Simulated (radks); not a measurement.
Values are calculated unless marked as measured or tabulated.
Q: Au67+, configuration [Ne] 3s2. Code: a radial shooting solver on a logarithmic mesh with Libxc functionals. Model: Dirac Kohn-Sham, exchange-only PBE, spin-unpolarised, spherical densities, finite nucleus; Fermi nuclear charge, rms radius 5.4371 fm. Some entries of the table are withheld. Estimate them.

orbital,occ.,eigenvalue (Ry),<1/r> (bohr^-1)
1s1/2,2,-6367.975,95.73
2s1/2,2,-1463.645,(1)
2p1/2,2,(2),(3)
2p3/2,4,(4),(5)
3s1/2,2,-600.7376,9.643
3p1/2,0,-587.9280,9.565
3p3/2,0,-549.9981,8.363
4s1/2,0,-323.3839,5.126

A: 
(1) 2s1/2 <1/r> (bohr^-1): 23.88
(2) 2p1/2 eigenvalue (Ry): -1427.443
(3) 2p1/2 <1/r> (bohr^-1): 23.78
(4) 2p3/2 eigenvalue (Ry): -1288.273
(5) 2p3/2 <1/r> (bohr^-1): 19.42
